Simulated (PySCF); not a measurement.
Two species compared at the same levels of theory.

First species: C6H9NSSi.
SMILES: `C1(CC1)C#CC(=S)N[SiH3]`

Second species: C7H10FP.
Structure used (GFN2-xTB), in Å, numbered top down from 1:
```
atom  x, y, z in Å
F1    -0.6619    2.7456   -0.8626
C2    -1.0008    1.5047   -0.4730
C3    -2.0376    0.8382   -0.9593
C4    -2.2273   -0.5353   -0.4019
C5    -1.3197   -0.6768    0.8309
P6     0.0028    0.6439    0.7972
C7     1.1880   -0.1462   -0.3755
C8     2.5306    0.5027   -0.5596
C9     2.4255   -0.7782    0.1976
H10   -2.7031    1.2216   -1.7162
H11   -1.9706   -1.2749   -1.1665
H12   -3.2730   -0.7016   -0.1347
H13   -0.8615   -1.6638    0.9027
H14   -1.9014   -0.5197    1.7429
H15    0.7355   -0.6164   -1.2434
H16    2.7375    1.4055   -0.0034
H17    2.9711    0.4897   -1.5453
H18    2.7935   -1.6844   -0.2606
H19    2.5625   -0.7455    1.2688
```

Levels: PBE0/pcSseg-1 for HOMO energy, LUMO energy and HOMO–LUMO gap. Geometries: GFN2-xTB. Each structure is a single optimised conformer of the isolated species, non-relativistic unless stated; the electronic structure was computed with PySCF and density fitting.

Dipoles, sizes and rotational constants follow the conformer. The torsions of the flexible species, by atom-mapped SMILES:
- `[SiH3:1][NH:2][C:3](=[S:4])[C:5]#[C:6][CH:7]1[CH2:8][CH2:9]1`: Si1–N2–C3–S4 -1°

The conformers of `FC1=CCCP1C1CC1` aren't listed.

Values for the first species:

```
HOMO energy   : -6.31 eV
LUMO energy   : -1.76 eV
HOMO–LUMO gap : 4.55 eV
```

Problem. Estimate the same properties for the second species, and the change in each.

Solution. 
| property | first | second | second less first |
| --- | --- | --- | --- |
| HOMO energy | -6.31 eV | -6.69 eV | -0.38 eV |
| LUMO energy | -1.76 eV | 0.09 eV | +1.85 eV |
| HOMO–LUMO gap | 4.55 eV | 6.78 eV | +2.23 eV |

